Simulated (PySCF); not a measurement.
Selenium dioxide, SMILES O=[Se]=O (O2Se), PBE0/def2-SVP optimised geometry.

```
3

O     -1.14     0.73     0.00
Se    -0.46    -0.73     0.00
O      1.14    -0.73     0.00
```

Density from PBE0/def2-TZVP (PySCF 2.14.0) at that geometry.

Minimum of the electron density along straight lines between bonded atoms, close to the bond critical point (lines longer than 1.1 times the sum of covalent radii, or with two minima, are not listed):

| bond | length / Å | ρ at the minimum / e bohr⁻³ | ∇²ρ there / e bohr⁻⁵ | position (fraction from the first atom) |
|---|---|---|---|---|
| O1–Se2 | 1.603 | 0.247 | 0.78 | 0.53 |
| Se2–O3 | 1.603 | 0.247 | 0.78 | 0.47 |
